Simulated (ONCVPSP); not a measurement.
# Before and after: ONCV potential for Ru (Z = 44)

Ru (Z = 44), optimised norm-conserving Vanderbilt (ONCV), made with ONCVPSP 4.0.1 (PBE, scalar-relativistic). Core [Ar] 3d10, reference 4s2 4p6 4d5 (charge +3). Waves: 4s: rc 1.15 bohr, ncon 4, nbas 7, qcut 4.8 1/bohr, 2 projectors, debl 1.7 Ha; 4p: rc 1.35 bohr, ncon 3, nbas 6, qcut 8.3 1/bohr, 2 projectors, debl 1.1 Ha; 4d: rc 1.40 bohr, ncon 4, nbas 7, qcut 6.7 1/bohr, 1 projector. Local part: polynomial inside 0.90 bohr (lpopt 5, dvloc0 -1 Ha). Core correction: none.

In the s channel the program set the typed energies aside and used -4.082, 0.250 Ha. In the p channel the program set the typed energies aside and used -2.967, 0.250 Ha.

Change: s: qcut 6.1.

Cutoffs: the cutoffs (Ha) at which the residual kinetic energy of the hardest occupied pseudo-wave falls to 1 and 0.1 mHa per electron; they do not see the model core or the augmentation charge, which bear on the density cutoff. Errors are all-electron minus pseudo energies relative to the spin-unpolarised reference configuration.

Problem. Predict the effect on cutoff, ghosts and configuration errors.

Solution. The potential gets softer (92 Ha and 121 Ha → 84 Ha and 100 Ha); the errors of the 4 common tests hardly move; neither file shows a bound ghost.

```tsv
quantity	base	changed
cutoff, loose	92 Ha	84 Ha
cutoff, tight	121 Ha	100 Ha
loose cutoff by channel	s 92 Ha, p 26 Ha, d 27 Ha	s 84 Ha, p 26 Ha, d 27 Ha
bound ghosts	none	none
GHOST(+) flags under 300 eV	s at 153.7 eV	s at 119.0 eV
error for 4s2 4p6 4d7 5s1, meV [ΔE -56.10 eV]	+12	+12
error for 4s2 4p6 4d7, meV [ΔE -48.81 eV]	+10	+10
error for 4s2 4p6 4d6, meV [ΔE -30.62 eV]	+5.1	+5.2
error for 4s2 4p6 4d6 5s1, meV [ΔE -45.99 eV]	+8.4	+8.4
s: phases at 1.17 bohr within 0.05 rad from the reference energy up to (Ha; the scan ends near 5)	4.8	4.1
p: phases at 1.37 bohr within 0.05 rad from the reference energy up to (Ha; the scan ends near 5)	4.2	4.2
d: phases at 1.42 bohr within 0.05 rad from the reference energy up to (Ha; the scan ends near 5)	3.3	3.3
```
